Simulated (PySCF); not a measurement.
Computed IR spectrum (relative IR intensity) of a molecule C₅H₇N. Geometry: PBE0-D3(BJ)/def2-SVP. Other conformers were not sampled. These are PBE0-D3(BJ)/def2-SVP (PySCF) values and carry that method's errors. Frequencies are harmonic and unscaled.

ν (cm⁻¹): 80 (w), 216 (w), 227 (w), 465 (m), 665 (w), 708 (w), 799 (w), 923 (w), 958 (w), 980 (s), 1028 (m), 1035 (m), 1084 (m), 1180 (w), 1258 (vw), 1288 (m), 1337 (m), 1422 (w), 1439 (s), 1467 (s), 1696 (vs), 1724 (w), 3066 (vs), 3079 (m), 3127 (m), 3146 (m), 3167 (w), 3193 (m), 3279 (vw) (against the strongest line: vs over 80 %, s over 45 %, m over 15 %, w over 4 %, vw less)

Problem. Which molecule gave these data?
A) C#CC/C=N/C
B) C#CC1(N)CC1
C) C=CC1=NCC1
D) CC(C)=CC#N

Solution. C, C=CC1=NCC1
